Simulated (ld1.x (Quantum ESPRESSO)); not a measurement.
## Br, TM: configuration errors across variants

ld1.x (Quantum ESPRESSO) 7.5 input, shortened:

```
&input
   title='Br', zed=35., rel=2, dft='REVPBE', iswitch=3,
   config='[Ar] 3d10 4s2 4p4', rel_dist='average'
 /
 &inputp
   pseudotype=2, tm=.true., lloc=0,
   nlcc=.true., new_core_ps=.true.
 /
2
4P  2  1   4.00   0.00  1.70  1.70  0.0
4S  1  0   2.00   0.00  1.35  1.35  0.0
 &test
   configts(1)='4s2 4p4'
 /
```

Open shells are filled in proportion to 2j + 1 (rel_dist='average').

All-electron excitation energies from the reference (eV): (1) 4s2 4p5 -12.522; (2) 4s2 4p3 22.728; (3) 4s2 4p2 56.668; (4) 4s1 4p6 -0.182; (5) 4s2 4p4.5 -7.463; (6) 4s2 4p1 102.623; (7) 4s2 4p5.3 -14.475.

The default core radius of the base comes out at 1.07 bohr.

2 further variants failed, have other tests or another functional or relativity, and are left out.

A true bound ghost makes a file unfit for plane-wave use even where its test errors are small: the radial tests pick states by their node count and pass the ghost by.

Errors AE − PS in meV (a dash: test not solved or not reliable):

```csv
change,(1),(2),(3),(4),(5),(6),(7),bound ghosts
base,+3.3,+3.6,+9.2,-4.2,+1.0,-7.9,+5.0,none
wave 4s (bound): rc 1.35 bohr becomes 4s (bound): rc 1.78 bohr,-0.2,-0.7,-4.6,-13,0.0,-16,-0.3,none
"all radii but the core radius scaled by about 0.90 (s 1.22, p 1.52 bohr)",+1.3,+1.0,-0.8,-6.0,+0.4,-21,+2.1,none
local potential all-electron potential smoothed inside 1.20 bohr (lloc = -1),+6.3,+14,+80,-4.2,+2.0,+261,+9.2,"s, d"
wave 4p (bound): rc 1.70 bohr becomes 4p (bound): rc 1.66 bohr,+3.3,+3.6,+9.3,-4.4,+1.0,-7.5,+5.0,none
type RRKJ,+2.7,+3.7,+12,-10,+0.8,+14,+4.2,none
```

Problem. Give the same row for: core correction none.

Solution. +0.1, -2.5, -19, -4.0, 0.0, -71, +0.3; bound ghosts: none.
